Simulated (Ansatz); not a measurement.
A series at Ge: from `[SiH3][GeH]([SiH3])[SiH3]`, ligands are replaced one by one, each step taking up H₂ and setting free SiH₄; n counts the steps. Ansatz, PBE0-D4/def2-TZVP geometries.

CBS adds triple-zeta CCSD(T) − MP2 to the MP2 limit, frozen cores; atoms without spin–orbit coupling. Outer-core shells of Ge are correlated without core-valence functions. Scalar relativity is left out up to krypton. Spin–orbit coupling is left out.

| n | molecule | atomization energy, CCSD(T)/CBS (kJ/mol) |
| --- | --- | --- |
| 0 | `[SiH3][GeH]([SiH3])[SiH3]` | 3968.2 |
| 1 | `[SiH3][GeH2][SiH3]` | ? |
| 2 | `[SiH3][GeH3]` | 2151.3 |
| 3 | GeH₄ | 1251.4 |

**Question.** By hand: fit a straight line y = ȳ + b (n − n̄) to the 3 given rows and predict n = 1.

**Answer.** n̄ = 1.667, ȳ = 2456.97; Σ(n − n̄)(y − ȳ) = -4228.03, Σ(n − n̄)² = 4.667, so b = -905.94 kJ/mol a step. Prediction: 2456.97 + (-905.94) × (-0.667) = 3061.2 kJ/mol.

**Question.** By hand: compare with the computed value, 3056.8 kJ/mol, and give the steps along the whole series.

**Answer.** The line misses by -4.4 kJ/mol (computed minus predicted). Steps: -911.4, -905.5, -899.9 kJ/mol.

The steps differ by at most 11.5 kJ/mol, 1.3 % of a mean step, so the ligands' effects nearly add and a line is close. The miss is 0.2 % of the series' range. The energies themselves are unsure by some kJ/mol a bond, though much of that is common to the series.
